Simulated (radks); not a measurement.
Q: Excited configurations of Hf I: one electron is placed in a higher orbital outside [Xe] 4f14 5d1 6s2. The ground configuration is [Xe] 4f14 5d2 6s2. Calculated with a radial shooting solver on a logarithmic mesh with Libxc functionals: scalar-relativistic Kohn-Sham, PBE, spin-polarised, spherical densities, finite nucleus; open shells are filled with parallel spins first (spin-orbit coupling, left out, can overturn this in heavy ions); Fermi nuclear charge, rms radius 5.347 fm. Excitation = E - E(ground); binding = E(ion) - E, where the ion is the core of charge +1; n* = 1/sqrt(2 binding) in atomic units, and the quantum defect is n - n*.

| outer orbital | excitation (eV) | binding (eV) | n* | quantum defect | eigenvalue (eV) | <r> (bohr) |
|---|---|---|---|---|---|---|
| 5f | 5.894 | 0.977 | 3.731 | 1.269 | -0.472 | 16.25 |
| 6p | 2.106 | 4.766 | 1.690 | 4.310 | -2.568 | 4.511 |
| 6d | 5.212 | 1.660 | 2.863 | 3.137 | -0.805 | 10.23 |
| 6f | 6.181 | 0.690 | 4.440 | 1.560 | -0.405 | 27.47 |
| 7s | 4.282 | 2.589 | 2.292 | 4.708 | -1.603 | 8.588 |
| 7d | 5.817 | 1.054 | 3.593 | 3.407 | -0.613 | 19.05 |

Estimate the row for 7p.

A: excitation (eV) 5.004; binding (eV) 1.868; n* 2.699; quantum defect 4.301; eigenvalue (eV) -1.113; <r> (bohr) 11.13. The Delta-SCF ionisation energy is 6.871 eV (NIST Atomic Spectra Database: 6.825 eV, measured). Self-interaction in the functional shifts the binding energies and quantum defects, so they are the method's values and not measured ones. Open shells are spherical and high-spin; term and fine-structure splittings are not resolved. Spin-orbit splitting is averaged out at the scalar-relativistic level.
